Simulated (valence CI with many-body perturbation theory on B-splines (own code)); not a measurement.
Results of a calculation; reference values are marked as such.
## Ar3+ in three bases

Method: relativistic CI+MBPT: five valence electrons over a frozen Dirac-Fock core [Ne], radial functions for each j: 9 s, 9 p, 8 d, 6 f, 3 g, 1 h, with the one-electron correlation potential Σ1, the two-electron term Σ2, the three-electron term Σ3, Breit, model QED; selected CI, second order for the rest, scaled by the run's own slope (own B-spline code, finite nucleus).

Set against measurement, 29 paired levels are off by 144 cm⁻¹ on average, the worst by 401. These come from a selection out of Saloman, J. Phys. Chem. Ref. Data 39, 033101 (2010). Levels without a partner in it may be off by more. Among the levels kept, up to 2000 cm⁻¹ of a level comes from second order outside the variational space, and about a tenth of that is noise between levels of different J, which matters for small intervals.

The reference run has the lowest level 3s2 3p3 4S°_3/2 and an ionisation energy of 59.0972 eV. Its largest variational space holds 20119 state functions.

Names give the largest LS component (configuration and term), which can be under half, so a name can repeat, a term be missing and a line seem to break the LS rules; names also repeat where a configuration has a term twice. Letters in brackets count levels of one name in rising energy.

Changed runs:
A. basis 6 s, 6 p, 5 d, 3 f, 1 g
B. basis 5 s, 5 p, 4 d, 2 f

Excitation energies of the reference run in cm⁻¹, and shifts in cm⁻¹:

| Level | Reference | A | B |
| --- | --- | --- | --- |
| 3s2 3p3 2D°_3/2 | 21273 | +156 | +635 |
| 3s2 3p3 2D°_5/2 | 21399 | +156 | +635 |
| 3s2 3p3 2P°_1/2 | 35115 | +186 | +724 |
| 3s2 3p3 2P°_3/2 | 35290 | +185 | +723 |
| 3s 3p4 4P_5/2 | 117484 | -21 | +102 |
| 3s 3p4 4P_3/2 | 118426 | -14 | +109 |
| 3s 3p4 4P_1/2 | 118949 | -8.4 | +115 |
| 3s 3p4 2D_3/2 | 145951 | +116 | +506 |
| 3s 3p4 2D_5/2 | 146033 | +112 | +503 |
| 3s2 3p2 3d 2P_3/2 [a] | 166369 | +114 | +502 |
| 3s2 3p2 3d 2P_1/2 [a] | 167451 | +119 | +514 |
| 3s 3p4 2S_1/2 | 178130 | +257 | +963 |
| Ionisation energy (eV) | 59.0972 | -0.0195 | -0.0535 |
